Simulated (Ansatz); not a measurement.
Program: Ansatz 0.2.0.

A structure relaxed at PBE0-D4/def2-TZVP, charge 0, multiplicity 1:

```xyz
8

C     0.337   -1.010    0.493
N     0.975   -0.265   -0.351
Sn   -1.132    1.058    0.314
H    -0.307   -1.850    0.218
H     0.559   -0.895    1.554
H     0.739   -0.506   -1.314
H    -0.003    2.376    0.529
H    -1.168    1.092   -1.443
```

Question: Give its formula and SMILES.

Answer: CH5NSn, `[CH2]1[NH][SnH2]1`.

Question: Summarise the bond lengths by kind.

Answer: 1 × C–N 1.294 Å; 1 × C–Sn 2.543 Å; 2 × C–H 1.090 to 1.093 Å; 1 × N–Sn 2.576 Å; 1 × H–N 1.020 Å; 2 × H–Sn 1.749 to 1.758 Å.
